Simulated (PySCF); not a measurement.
CCl₃, SMILES Cl[C-](Cl)Cl, charge -1. Coordinates come from a PBE-D3(BJ)/def2-SVPD optimisation.

All values below come from PBE-D3(BJ)/def2-SVPD run with PySCF 2.14.0.

Harmonic wavenumbers (cm⁻¹): 197, 197, 266, 443, 443, 544. Rotational constants (GHz): 3.000, 3.000, 1.570; symmetry number 3.

**Question.** Work out the zero-point energy and the ideal-gas rigid-rotor harmonic-oscillator thermochemistry at 298.15 K and 1 atm.

**Answer.** ZPE = ½ Σ hcν = ½ × 2090 cm⁻¹ = 2.99 kcal/mol. H − E(el) = 6.82 kcal/mol. Entropy in cal/(mol K): translation 40.22, rotation 25.34, vibration 8.14, total 73.70. G − E(el) = -15.15 kcal/mol. Cp = 17.28 cal/(mol K).
